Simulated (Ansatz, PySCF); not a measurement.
AsH5, SMILES [AsH5]. Atoms are numbered in the order given.

```xyz
6

As     0.0000     0.0000     0.0000
H      0.0000     0.0000     1.6034
H      0.0000     0.0000    -1.6034
H      1.5291     0.0000     0.0000
H     -0.7646     1.3243     0.0000
H     -0.7646    -1.3243     0.0000
```

Coordinates come from a PBE0-D3(BJ)/def2-TZVP optimisation.

Two levels are set side by side: PBE-D3(BJ)/def2-TZVP (Ansatz, a first-principles code) and PBE0-D3(BJ)/def2-TZVP (PySCF). Each level has its own optimised geometry; the coordinates shown are those of the second. Frequencies come from the Hessian of PySCF at each geometry. Differences are taken from unrounded values.

```tsv
quantity	PBE0-D3(BJ)	PBE-D3(BJ)	PBE-D3(BJ) minus PBE0-D3(BJ)
mean bond length (Å)	1.559	1.574	0.015
bond As1–H2 (Å)	1.603	1.616	0.013
bond As1–H3 (Å)	1.603	1.616	0.013
bond As1–H4 (Å)	1.529	1.545	0.016
bond As1–H5 (Å)	1.529	1.545	0.016
bond As1–H6 (Å)	1.529	1.545	0.016
highest harmonic wavenumber (cm⁻¹)	2147	2045	-101
mean harmonic wavenumber (cm⁻¹)	1377	1315	-62
zero-point energy (kcal/mol)	23.62	22.55	-1.07
```

GGA bonds tend to be longer and softer than those of functionals with exact exchange. Differences between two approximate levels are no errors against the true value.
